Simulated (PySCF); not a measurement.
[TiCl6]3-: Ti(III) (d1), charge -3. The structure is a PBE0-D3(BJ)/def2-SVP, IEF-PCM water geometry optimised for multiplicity 2; coordination octahedral, point group Oh, metal–donor distances 2.46 Å.

```
7

Ti    0.000    0.000    0.000
Cl    0.000    2.462    0.000
Cl    0.000   -2.462    0.000
Cl    0.000    0.000    2.462
Cl    0.000    0.000   -2.462
Cl    2.462    0.000    0.000
Cl   -2.462    0.000    0.000
```

Method (PySCF 2.14, density fitting): CASSCF(1,5) with orbitals averaged over all microstates of the shell, strongly contracted NEVPT2 on the averaged canonical orbitals; basis x2c-TZVPall on the metal, x2c-SVPall elsewhere; spin-free X2C; IEF-PCM water; spin-orbit coupling by state interaction with the mean-field operator over all roots.

Problem. Which term lies lowest, and with what spin?

Solution. 2T2g (S = 1/2, orbital degeneracy 3), with 1.0 electrons in the lower (t2g-type) set and 0.0 in the upper (eg-type) set, by NEVPT2.

Problem. List the excited states of the same spin.

Solution. By NEVPT2: 2Eg at 12595 cm⁻¹ (794 nm). All are electric-dipole forbidden at this geometry.

Problem. What ligand-field parameters describe the result?

Solution. At NEVPT2 level: orbital energies 0, 0, 0, 12595, 12595 cm⁻¹; 10Dq = 12595 cm⁻¹; ζ = 125 cm⁻¹ (free ion 152).

Problem. What are the magnetic parameters?

Solution. Degenerate or low-lying orbital states mix with the ground state, so no spin-only Hamiltonian applies. The lowest spin-orbit level is 4-fold; the next lies at 215.1 cm⁻¹. μeff is 1.90 μB at 300 K and 0.44 μB at 10 K; the spin-only value is 1.73 μB.

No frequencies were computed for the optimised geometry. Charge-transfer states lie outside this active space and may come lower than some of these levels. The ground state is orbitally degenerate in this regular structure, which would distort (Jahn–Teller), so its moment is that of the undistorted model. NEVPT2 lifts 2Eg from 10990 to 12595 cm⁻¹; on the d shell alone it tends to overshoot states that fill the eg-type orbitals. NEVPT2 on the d shell alone tends to put d–d bands too high for such charged or covalently bound ions.

The job took 18 s on one thread of Arm Neoverse V2 (shared host), with 156 basis functions and a peak of 0.65 GiB, launched as `OMP_NUM_THREADS=1 python lf_run.py task.json out`.
